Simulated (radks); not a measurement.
Cl+, configuration [Ne] 3p6 (not the ground configuration).

All-electron calculation, Dirac Kohn-Sham, PBE, spin-unpolarised, spherical densities, finite nucleus; Fermi nuclear charge, rms radius 3.3654 fm. Program: a radial shooting solver on a logarithmic mesh with Libxc functionals.

Energy parts (eV):
part                      energy
total                 -12516.896
kinetic                12582.301
electron-nucleus      -29649.962
Hartree                 5302.124
exchange-correlation    -751.359

Orbitals (lengths in bohr, moments of r in powers of bohr; <r^-3> diverges for s and p1/2):
1s1/2: occ. 2; eigenvalue (eV) -2766.690; <r> 0.09096
2s1/2: occ. 2; eigenvalue (eV) -268.0708; <r> 0.4438
2p1/2: occ. 2; eigenvalue (eV) -208.1247; <r> 0.4050
2p3/2: occ. 4; eigenvalue (eV) -206.4261; <r> 0.4073; <r^-3> 101.4
3p1/2: occ. 2; eigenvalue (eV) -20.6155; <r> 1.673
3p3/2: occ. 4; eigenvalue (eV) -20.4671; <r> 1.680; <r^-3> 8.930

The highest occupied level is 3p3/2 at -20.467 eV. Summed over all electrons, <r^2> = 21.63 bohr^2, which gives a Langevin (diamagnetic) susceptibility term of -17.1 x 10^-6 cm^3/mol.
